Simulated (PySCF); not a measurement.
BH3N, SMILES N[BH] (connectivity only; charge and spin as stated), charge +1, multiplicity 1. The structure is a stationary point at TPSSh-D3(BJ)/def2-TZVP. The spin state was assumed, not searched. The isomer is the one that the SMILES or the coordinates give; other isomers of the formula were not compared.

TDDFT-ωB97X/def2-TZVPD (PySCF) puts the lowest singlet excitations at 5.99, 9.13, 9.51, 10.16, 11.23, 12.17 eV.

**Question.** What are the lowest excitation roots from PySCF with ADC(2)/aug-cc-pVDZ? (An estimate is asked for; the answer gives what the named calculation found.)

**Answer.** 5.88, 9.08, 9.74, 9.93, 11.66, 11.78 eV. S1 differs by -0.12 eV (second minus first; roots are paired by order, and the bases may differ).
